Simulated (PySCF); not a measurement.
**Correlation energy of Ar⁺ (argon, charge +1)**

[Ne] 3s2 3p5, 2P determinant. All numbers are calculated (PySCF 2.14, the spin-free X2C one-electron Hamiltonian (Gaussian nucleus), in cc-pVTZ-DK (5s4p2d1f, 34 functions)). Frozen: [Ne]; 7 electrons correlated.

MP2 pair energies summed by pair of shells (mhartree):

```json
{"pair": "3p-3p", "energy": "-104.17", "share (%)": "63.0"}
{"pair": "3s-3p", "energy": "-51.95", "share (%)": "31.4"}
{"pair": "3s-3s", "energy": "-9.29", "share (%)": "5.6"}
```

Total MP2 correlation energy: -165.41 mhartree.

Same-spin part -38.20 and opposite-spin part -127.21 mhartree; SCS-MP2 scales them by 1/3 and 6/5 to -165.38 mhartree.

```
  level  correlation energy (mhartree)
   CCSD                        -189.32
    (T)                          -5.00
CCSD(T)                        -194.32
```

Diagnostics: T1 = 0.0061, D1 = 0.0207, largest double amplitude 0.052.

**Question.** Is a single reference adequate?

**Answer.** Yes: T1 lies below 0.03 and no double amplitude reaches 0.07.
